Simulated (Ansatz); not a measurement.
ammonia borane (H$_{6}$BN), singlet, geometry from GFN2-xTB, with bond 6-2 at 1.8 times its length; SC-NEVPT2/cc-pVDZ, CASSCF(2,4) (Ansatz, a program for electronic structure).

Input for Ansatz:
Ansatz 0.2 input:
```yaml
crystal:
  periodic: [false, false, false]
  atoms:
    - {symbol: B, position_ang: [-0.91434928, 0.11630190, -0.01961328]}
    - {symbol: N, position_ang: [0.73043240, -0.09290834, 0.01566816]}
    - {symbol: H, position_ang: [-1.31324967, -0.62961511, -0.85750804]}
    - {symbol: H, position_ang: [-1.08470478, 1.26201608, -0.29511168]}
    - {symbol: H, position_ang: [-1.29527062, -0.16263618, 1.07339807]}
    - {symbol: H, position_ang: [1.08631209, -1.83156511, 0.43283899]}
    - {symbol: H, position_ang: [1.11942447, 0.52437594, 0.71812855]}
    - {symbol: H, position_ang: [1.10437687, 0.13353694, -0.89794739]}
basis:
  gaussian:
    orbitals: cc-pVDZ
magnetization: {spin_polarized: false}
correlation: {method: sc_nevpt2, electrons: all, active_space: {window: {electrons: 2, orbitals: 4}}}
```

What the program printed (banner, timings and long lists left out):

```
Functional definition: HF
525 factors; integrals over basis functions are off by at most 1.1e-3 eV
mean field evaluation 1: about -2241.1974 eV, gradient 2.6e1 eV
mean field evaluation 2: about -2241.1980 eV, gradient 2.6e1 eV
mean field evaluation 4: about -2243.6550 eV, gradient 3.4e0 eV
mean field evaluation 8: about -2243.7254 eV, gradient 5.5e-2 eV
mean field -2243.72545585 eV, -82.4553896508 hartree, gradient 1.8e-6 eV, S^2 0.000000; 0 other end points of the search recorded, 0 dependent functions left out; unrestricted orbitals would lower it
reference -2243.72545585 eV, -82.4553896508 hartree; 9, 9 occupied and 49, 49 virtual orbitals, 525 factors
state -2245.46738440 eV, -82.5194043442 hartree
state -2245.46738440 eV, -82.5194043442 hartree; corrected -2252.91532832 eV, -82.7931112348 hartree
Total energy: -2252.91532832 eV, -82.7931112348 hartree
```
